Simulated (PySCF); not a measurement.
The vertical singlet excitations below were computed for one of the candidates. Method: TDDFT PBE0/def2-SVPD, vertical, gas phase, core orbitals frozen in the response in PySCF 2.14.0, density-fitted response routines. Geometries: GFN2-xTB, one conformer each.

| state | λ (nm) | f |
| --- | --- | --- |
| S1 | 238.7 | 0.0007 |
| S2 | 233.1 | 0.440 |
| S3 | 205.1 | 0.0000 |
| S4 | 195.3 | 0.0015 |
| S5 | 194.9 | 0.0022 |
| S6 | 190.7 | 0.0066 |
| S7 | 186.4 | 0.0004 |
| S8 | 177.8 | 0.0004 |

Orbital energies (eV): HOMO-3 -9.33, HOMO-2 -9.06, HOMO-1 -7.94, HOMO -7.12, LUMO -1.25, LUMO+1 0.12, LUMO+2 0.22.

Question: Which structure fits? All have the formula C3H9NOSi2.
A. `N#C[C@H]([SiH3])CO[SiH3]`
B. `O=CN1[SiH2]CC[SiH2]1`
C. `C#C[SiH2]O[SiH2]NC`
D. `O=CN/C([SiH3])=C/[SiH3]`

Answer: D. Its S1, at 5.19 eV, is the lowest among the candidates; the nearest of the others has S1 at 5.45 eV. S1 is HOMO-1→LUMO (89%). Löwdin shares by element: HOMO carbon 49% or more, nitrogen 19%, oxygen 10% (atoms not listed hold the other 22%); LUMO carbon 59%, oxygen 10% (atoms not listed hold the other 32%). At the same level the other candidates give, for their lowest levels:
- `C#C[SiH2]O[SiH2]NC`: 224 nm (f 0.004); 210 nm (f 0.002); 206 nm (f 0.000); 196 nm (f 0.001); 195 nm (f 0.005); T1 4.96 eV; HOMO -6.81, LUMO -0.40 eV
- `N#C[C@H]([SiH3])CO[SiH3]`: 178 nm (f 0.003); 170 nm (f 0.003); 165 nm (f 0.033); 161 nm (f 0.043); 160 nm (f 0.032); T1 6.24 eV; HOMO -8.59, LUMO -0.32 eV
- `O=CN1[SiH2]CC[SiH2]1`: 227 nm (f 0.001); 188 nm (f 0.045); 184 nm (f 0.003); 180 nm (f 0.003); 178 nm (f 0.019); T1 4.94 eV; HOMO -7.70, LUMO -0.12 eV

Shape of the structure used: `[O:1]=[CH:2][NH:3]/[C:4]([SiH3:5])=[CH:6]/[SiH3:7]`: O1–C2–N3–C4 0°, C2–N3–C4–Si5 0°.
Triplets come from the Tamm–Dancoff approximation.
